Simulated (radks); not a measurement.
Q: These are the eigenvalues of the occupied orbitals of an atom or ion with whole-number occupations (hartree). All-electron calculation, non-relativistic Kohn-Sham, PBE, spin-polarised, spherical densities, point nucleus. Program: a radial shooting solver on a logarithmic mesh with Libxc functionals.

1s: -8.50071

Which element is it, and in what charge state? The configuration may be excited. Open shells, if any, are filled with parallel spins first.

A: Z = 5, boron, charge +3: B3+ in [He]. The 1s level, -8.5007 hartree, gives Z - s = 4.1 by -(Z - s)^2/2, which with screening narrows Z to a few neighbours, and with so few levels the electron count can be read from the list.
